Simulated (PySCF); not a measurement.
CH₅BOS. Atoms are numbered in the order given.

```xyz
9

B     -0.9596     0.1136     0.0000
H     -2.1193     0.4354     0.0000
O     -0.6664    -1.2006     0.0000
C      0.6540    -1.7115     0.0000
H      1.2082    -1.3812    -0.8952
H      0.5982    -2.8090     0.0000
H      1.2082    -1.3812     0.8952
S      0.3613     1.3752     0.0000
H     -0.4707     2.4389     0.0000
```

The structure is a stationary point at B3LYP-D3(BJ)/def2-SVP. The values are those of a single conformer.

All values below come from PBE/def2-TZVP in PySCF.

ESP charges are fitted to the potential on shells at 1.4 to 2.0 van der Waals radii. Atomic charges (e):

```json
[
 {"atom": "B1", "ESP fit": "0.14", "meta-Löwdin": "0.05"},
 {"atom": "H2", "ESP fit": "-0.06", "meta-Löwdin": "0.01"},
 {"atom": "O3", "ESP fit": "-0.15", "meta-Löwdin": "(withheld)"},
 {"atom": "C4", "ESP fit": "-0.30", "meta-Löwdin": "(withheld)"},
 {"atom": "H5", "ESP fit": "0.16", "meta-Löwdin": "0.12"},
 {"atom": "H6", "ESP fit": "0.14", "meta-Löwdin": "0.13"},
 {"atom": "H7", "ESP fit": "0.16", "meta-Löwdin": "0.12"},
 {"atom": "S8", "ESP fit": "-0.30", "meta-Löwdin": "(withheld)"},
 {"atom": "H9", "ESP fit": "0.20", "meta-Löwdin": "0.12"}
]
```

Problem. Fill in the missing entries. (An estimate is asked for; the answer gives what the named calculation found.)

Solution. 
- O3, meta-Löwdin: -0.31
- C4, meta-Löwdin: -0.14
- S8, meta-Löwdin: -0.10

Computed Mayer and Wiberg (Löwdin basis) orders of the bonds:
```csv
bond,Mayer,Wiberg
B1–H2,0.97,0.91
B1–O3,1.36,1.97
O3–C4,0.94,1.40
C4–H5,0.96,0.93
C4–H6,0.97,0.93
C4–H7,0.96,0.93
B1–S8,1.28,1.94
S8–H9,0.94,0.96
```
